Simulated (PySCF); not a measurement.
## C₆ coefficients of unlike pairs at PBE0

Calculated with PySCF 2.14 from the dipole response of each species, C₆(A,B) = (3/π) ∫ α_A(iu) α_B(iu) du, in atomic units, from isotropic polarisabilities. For ions this is the dispersion term alone; charge-induced terms of lower order in 1/R come first.

```
species           configuration                                                                 basis      relativity  α (bohr³)  C₆ (like pair)
 Mn(2+)           [Ar] 3d5 (6S)                                               dyall-av2z (16s12p7d2f)            none      3.674           10.70
 Ta(2+)      [Xe] 4f14 5d3 (4F)  def2-TZVPPD with the def2 core potential (60 electrons) (6s5p3d2f1g)  core potential      13.63           76.42
    Pt+      [Xe] 4f14 5d9 (2D)                           aug-cc-pVQZ-PP with ECP60MDF (7s7p6d4f3g2h)  core potential      16.17           121.5
 As(2+)  [Ar] 3d10 4s2 4p1 (2P)                             aug-cc-pwCVDZ-PP with ECP10MDF (6s5p4d1f)  core potential      10.30           44.62
```

(1) Estimate C₆ for As(2+) with Mn(2+).

No spin-orbit coupling is included.

The other pairs:

```tsv
pair	C₆
As(2+), Ta(2+)	58.03
Pt+, Mn(2+)	35.12
Pt+, Ta(2+)	96.29
Ta(2+), Mn(2+)	27.63
As(2+), Pt+	73.03
```

## Answers

(1) The integral gives 20.59. The combination rule 2 C_A C_B / (C_A α_B/α_A + C_B α_A/α_B) gives 20.79 and the geometric mean 21.85.
